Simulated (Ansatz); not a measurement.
One change: `F/C(Br)=C(/F)I` becomes `F/C=C(/F)I`.

Ansatz, PBE0-D4/def2-TZVP geometries, multiplicity 1. 

Elements past krypton have def2 core potentials. Scalar relativity is left out up to krypton.

```json
{"property": "HOMO–LUMO gap (PBE0/def2-TZVPP) / eV", "`F/C(Br)=C(/F)I`": "5.57"}
{"property": "zero-point energy (PBE0-D4/def2-TZVP) / kJ/mol", "`F/C(Br)=C(/F)I`": "44.8"}
{"property": "LUMO energy (ωB97M-V/def2-TZVPP) / eV", "`F/C(Br)=C(/F)I`": "0.47"}
{"property": "LUMO energy (PBE0/def2-TZVPP) / eV", "`F/C(Br)=C(/F)I`": "-1.57"}
{"property": "LUMO energy (B3LYP/def2-TZVPP) / eV", "`F/C(Br)=C(/F)I`": "-1.81"}
{"property": "HOMO energy (PBE/def2-TZVPP) / eV", "`F/C(Br)=C(/F)I`": "-5.95"}
```

Task: What does the change do to each property? (Estimate.)

Result: The calculation gave: 
```tsv
property	`F/C=C(/F)I`	shift
HOMO–LUMO gap (PBE0/def2-TZVPP) / eV	6.13	0.56
zero-point energy (PBE0-D4/def2-TZVP) / kJ/mol	70.8	26.0
LUMO energy (ωB97M-V/def2-TZVPP) / eV	0.93	0.46
LUMO energy (PBE0/def2-TZVPP) / eV	-1.08	0.49
LUMO energy (B3LYP/def2-TZVPP) / eV	-1.35	0.46
HOMO energy (PBE/def2-TZVPP) / eV	-6.01	-0.06
```

With PBE0 the HOMO falls by 0.07 eV and the LUMO rises by 0.49 eV, so the gap widens by about 0.56 eV. PBE moves the HOMO by -0.06 eV and ωB97M-V by -0.11 eV.

B3LYP here is the variant with VWN-RPA as its local correlation; programs differ in this.

Spin–orbit coupling is left out; it splits and shifts lone-pair levels of the heavy atoms by tenths of an eV.
